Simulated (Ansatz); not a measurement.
Q: Name a neutral molecule of C, Ga, O, Si and H with HOMO–LUMO gap (PBE/def2-TZVPP) between 2.80 and 3.10 eV and LUMO energy (PBE/def2-TZVPP) between -2.90 and -2.60 eV (Ansatz, PBE0-D4/def2-TZVP geometry).

A: `[CH2]1O[SiH2][GaH]1` (2.94 eV, -2.83 eV). Other molecules can fit too; these were computed, each in one conformer that needn't be the lowest.
